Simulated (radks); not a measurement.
Valence configurations of neutral chromium (all share [Ar]). All-electron calculation, scalar-relativistic Kohn-Sham, PBE, spin-unpolarised, spherical densities, point nucleus. Program: a radial shooting solver on a logarithmic mesh with Libxc functionals. Order these by energy: 3d4 4s2; 3d5 4s1; 3d4.5 4s1.5; 3d5 4s0.5 4p0.5; 3d3 4s2 4p1; 3d5 4p1; 3d4.5 4s1 4p0.5; 3d3.5 4s2 4p0.5; 3d6; 3d4 4s1 4p1.

Answer. From the lowest, in eV above it: 3d4.5 4s1.5 0.000; 3d4 4s2 0.222; 3d5 4s1 0.322; 3d4.5 4s1 4p0.5 1.647; 3d5 4s0.5 4p0.5 1.856; 3d6 2.053; 3d3.5 4s2 4p0.5 3.048; 3d5 4p1 3.443; 3d4 4s1 4p1 3.828; 3d3 4s2 4p1 7.037. NIST lists [Ar] 3d5 4s1 as the ground configuration; this level of theory puts 3d4.5 4s1.5 lower, by 0.322 eV. The energies are those of spherical spin-averaged densities, not of single terms.
